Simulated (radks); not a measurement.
The iodine ion I43+, 10 electrons, occupied as [Ne].

All-electron calculation, Dirac Kohn-Sham, exchange-only PBE, spin-unpolarised, spherical densities, finite nucleus; Fermi nuclear charge, rms radius 4.75 fm. Program: a radial shooting solver on a logarithmic mesh with Libxc functionals.

Energy parts (eV):
total: -145482.781
kinetic: 155984.053
electron-nucleus: -313778.973
Hartree: 14790.917
exchange: -2478.778

Orbitals (lengths in bohr, moments of r in powers of bohr; <r^-3> diverges for s and p1/2):
| orbital | occ. | eigenvalue (eV) | <r^2> | <r^-3> | small-component weight |
|---|---|---|---|---|---|
| 1s1/2 | 2 | -35876.40 | 0.001003 | - | 3.82e-02 |
| 2s1/2 | 2 | -7816.727 | 0.01546 | - | 8.47e-03 |
| 2p1/2 | 2 | -7546.455 | 0.01136 | - | 8.44e-03 |
| 2p3/2 | 4 | -7234.473 | 0.01253 | 5457 | 8.05e-03 |

The highest occupied level is 2p3/2 at -7234.5 eV. Summed over all electrons, <r^2> = 0.1057 bohr^2, which gives a Langevin (diamagnetic) susceptibility term of -0.0837 x 10^-6 cm^3/mol.
